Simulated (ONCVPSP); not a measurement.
Fe: one change to an ONCV potential, before and after

| Property | Result |
| --- | --- |
| Element | iron (Fe) |
| Generator | ONCVPSP 4.0.1 |
| Type | optimised norm-conserving Vanderbilt (ONCV) |
| Functional | PBE |
| Relativity | scalar-relativistic |
| Frozen core | [Ar] |
| Valence charge | 8 |
| Reference configuration | 3d6 4s1.75 (charge +0.25) |
| Partial waves | 4s: rc 2.50 bohr, ncon 4, nbas 9, qcut 3.3 1/bohr, 2 projectors, debl 1.4 Ha; p scattering state at 0.33 Ha: rc 2.50 bohr, ncon 4, nbas 8, qcut 2.9 1/bohr, 2 projectors, debl 1.1 Ha; 3d: rc 1.55 bohr, ncon 4, nbas 8, qcut 8.7 1/bohr, 1 projector |
| Local potential | polynomial inside 1.15 bohr (lpopt 5, dvloc0 0 Ha) |
| Core correction | Teter function fitted to the true core (icmod 2), fcfact 0.25 |

In the p channel the program set the typed energies aside and used 0.050, 1.150 Ha.

Change: d: qcut 10.3.

Cutoffs: the cutoffs (Ha) at which the residual kinetic energy of the hardest occupied pseudo-wave falls to 1 and 0.1 mHa per electron; they do not see the model core or the augmentation charge, which bear on the density cutoff. Errors are all-electron minus pseudo energies relative to the spin-unpolarised reference configuration.

Task: Predict the effect on cutoff, ghosts and configuration errors.

Result: The potential gets neither clearly harder nor softer (34 Ha and 54 Ha → 41 Ha and 46 Ha); both files keep a bound ghost (s); of the 4 tests that both files solve, the error grows in 2 and shrinks in 0 by more than 15 % and 0.3 meV (median size 8.8 → 11.1 meV).

| quantity | base | changed |
| --- | --- | --- |
| cutoff, loose | 34 Ha | 41 Ha |
| cutoff, tight | 54 Ha | 46 Ha |
| loose cutoff by channel | s 4.0 Ha, d 34 Ha | s 4.0 Ha, d 41 Ha |
| bound ghosts | s | s |
| GHOST(+) flags under 300 eV | p at 59.9 eV | p at 59.9 eV |
| error for 3d6 4s2, meV [ΔE -1.53 eV] | 0.0 | 0.0 |
| error for 3d6 4s1, meV [ΔE 7.20 eV] | -2.3 | -2.9 |
| error for 3d6 4s0, meV [ΔE 23.40 eV] | -15 | -19 |
| error for 3d7 4s0, meV [ΔE 5.11 eV] | -141 | -159 |
| s: phases at 2.54 bohr within 0.05 rad from the reference energy up to (Ha; the scan ends near 5) | 2.3 | 2.3 |
| p: phases at 2.54 bohr within 0.05 rad from the reference energy up to (Ha; the scan ends near 5) | 2.0 | 2.0 |
| d: phases at 1.57 bohr within 0.05 rad from the reference energy up to (Ha; the scan ends near 5) | 1.0 | 1.2 |
| rms error of d²Exc/dni dnj with the model core, mHa | 6.50 | 6.69 |

 A true bound ghost makes a file unfit for plane-wave use even where its test errors are small: the radial tests pick states by their node count and pass the ghost by.
